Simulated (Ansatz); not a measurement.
Cost and result up the ladder for n-GeGeGeGeSiH12 (SiGe₄H₁₂) (17 atoms). Charge 0, multiplicity 1. Geometry: r2SCAN-D4/def2-SVP.

```xyz
17

Ge   -1.966    1.628   -1.073
Ge   -0.613   -0.181   -1.939
Ge   -0.334   -1.890   -0.240
Ge    1.586   -1.338    1.131
Si    1.487    0.926    1.861
H    -1.880    2.874   -1.970
H    -1.503    2.011    0.342
H    -3.434    1.178   -0.994
H    -1.281   -0.762   -3.199
H     0.773    0.348   -2.349
H    -0.154   -3.280   -0.877
H    -1.596   -1.938    0.641
H     1.674   -2.285    2.341
H     2.856   -1.541    0.286
H     2.669    1.264    2.711
H     1.473    1.833    0.673
H     0.241    1.153    2.653
```

Ansatz on 4 threads of Arm Neoverse V2 on a shared host. Times are rough, and most runs start from the orbitals of an earlier one. PBE0-D4/def2-TZVP serves as the yardstick here, not as an exact answer. Differences are given only for rows in sets of like size (and for xTB, whose basis is part of the method), since another set adds its own error. Binding counts from free atoms at the same level (Ge triplet, Si triplet, H doublet; other spins of the atoms weren't run), without zero-point energy or a counterpoise term.

The 6-31G sets use Cartesian d functions. B3LYP takes the VWN-RPA correlation. Correlated methods freeze 41 core orbitals; core or outer-core shells of Ge are correlated, in sets that lack core-valence functions.

Correlated methods converge slowly with the basis.

```tsv
level	functions	wall time
HF/STO-3G	93	0.65 s
HF/6-31G	153	2 s
PBE-D4/def2-SVP	206	2.9 s
B3LYP-D4/6-31G	153	3.5 s
PBE-D4/def2-TZVP	301	4.6 s
BLYP-D4/def2-TZVP	301	5.5 s
PBE0-D4/def2-SVP	206	5.5 s
r2SCAN-D4/def2-TZVP	301	9.5 s
B3LYP-D4/def2-TZVP	301	11 s
MP2/def2-TZVP	301	11 s
PBE0-D4/def2-TZVP	301	12 s
BHLYP-D4/def2-TZVP (with forces)	301	18 s
```

Task: Estimate what each level gives for the binding energy per atom (eV).

Result: 
| level | binding energy per atom (eV) | difference from PBE0-D4/def2-TZVP (eV) |
| --- | --- | --- |
| HF/STO-3G | 3.41 | – |
| HF/6-31G | 1.87 | – |
| PBE-D4/def2-SVP | 2.72 | – |
| B3LYP-D4/6-31G | 2.66 | – |
| PBE-D4/def2-TZVP | 2.72 | -0.01 |
| BLYP-D4/def2-TZVP | 2.70 | -0.03 |
| PBE0-D4/def2-SVP | 2.73 | – |
| r2SCAN-D4/def2-TZVP | 2.78 | 0.05 |
| B3LYP-D4/def2-TZVP | 2.75 | 0.02 |
| MP2/def2-TZVP | 2.63 | -0.10 |
| PBE0-D4/def2-TZVP | 2.73 | 0.00 |
| BHLYP-D4/def2-TZVP (with forces) | 2.74 | 0.01 |
